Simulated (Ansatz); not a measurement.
Geometry optimisation, RKS PBE/6-31G* in Ansatz.

The input (input.yaml):

```yaml
crystal:
  periodic: [false, false, false]
  atoms:
    - { symbol: "N", position_ang: [-0.6129, 0.7048, 1.5337] }
    - { symbol: C, position_ang: [-0.6379, -0.2462, 0.4525] }
    - { symbol: C, position_ang: [0.7569, -0.7005, 0.123] }
    - { symbol: C, position_ang: [0.9925, -0.2101, -1.3072] }
    - { symbol: Al, position_ang: [-0.8928, 0.5869, -1.3524] }
    - { symbol: H, position_ang: [-1.6487, 1.0948, 1.6229] }
    - { symbol: H, position_ang: [-0.3939, 0.2644, 2.4192] }
    - { symbol: H, position_ang: [-1.2848, -1.0767, 0.647] }
    - { symbol: H, position_ang: [0.8799, -1.7919, 0.241] }
    - { symbol: H, position_ang: [1.5514, -0.215, 0.8124] }
    - { symbol: H, position_ang: [1.7159, 0.5318, -1.4061] }
    - { symbol: H, position_ang: [1.0317, -1.0572, -2.0021] }
    - { symbol: H, position_ang: [-1.437, 2.0802, -1.7691] }
basis:
  gaussian: { orbitals: "6-31G*" }
hamiltonian:
  xc: pbe
relax:
  f_tol: 0.015
  max_steps: 40
```

Command:

```bash
$ ansatz run input.yaml --threads 2 --pin off --max-ram 3072MiB --backend cpu --events-out ev --progress --plain --runs-dir out
```

Task: Where does it end, and by what steps?

Result: It converged. After 13 steps the energy has fallen by 1.556 eV; H7 moved furthest, 1.19 Å. Joined: N1–Al5.

```json
{"step": "0", "energy less start (eV)": "0.0000", "largest force component (eV/Å)": "2.982", "accepted": "yes"}
{"step": "1", "energy less start (eV)": "-0.8143", "largest force component (eV/Å)": "1.458", "accepted": "yes"}
{"step": "2", "energy less start (eV)": "-0.9265", "largest force component (eV/Å)": "0.522", "accepted": "yes"}
{"step": "3", "energy less start (eV)": "-1.0026", "largest force component (eV/Å)": "0.494", "accepted": "yes"}
{"step": "4", "energy less start (eV)": "-1.1010", "largest force component (eV/Å)": "0.616", "accepted": "yes"}
{"step": "5", "energy less start (eV)": "-1.2484", "largest force component (eV/Å)": "0.879", "accepted": "yes"}
{"step": "6", "energy less start (eV)": "-1.4177", "largest force component (eV/Å)": "0.884", "accepted": "yes"}
{"step": "7", "energy less start (eV)": "-1.4974", "largest force component (eV/Å)": "0.719", "accepted": "yes"}
{"step": "8", "energy less start (eV)": "-1.5353", "largest force component (eV/Å)": "0.382", "accepted": "yes"}
{"step": "9", "energy less start (eV)": "-1.5483", "largest force component (eV/Å)": "0.274", "accepted": "yes"}
{"step": "10", "energy less start (eV)": "-1.5553", "largest force component (eV/Å)": "0.095", "accepted": "yes"}
{"step": "11", "energy less start (eV)": "-1.5560", "largest force component (eV/Å)": "0.038", "accepted": "yes"}
{"step": "12", "energy less start (eV)": "-1.5562", "largest force component (eV/Å)": "0.017", "accepted": "yes"}
{"step": "13", "energy less start (eV)": "-1.5562", "largest force component (eV/Å)": "0.005", "accepted": "yes"}
```

```xyz
13
Properties=species:S:1:pos:R:3
N -0.679 0.854 1.041
C -0.785 -0.565 0.509
C 0.638 -0.957 0.074
C 1.043 -0.001 -1.107
Al -0.800 0.737 -0.995
H -1.546 1.157 1.495
H 0.117 1.038 1.674
H -1.310 -1.252 1.187
H 0.614 -2.007 -0.266
H 1.369 -0.908 0.917
H 1.880 0.675 -0.861
H 1.332 -0.570 -2.005
H -1.851 1.764 -1.649
```

Whether the end is a true minimum wasn't checked by a vibrational analysis.

The run took 29 s on 2 threads of Arm Neoverse V2 (shared host), peak memory 0.14 GiB.
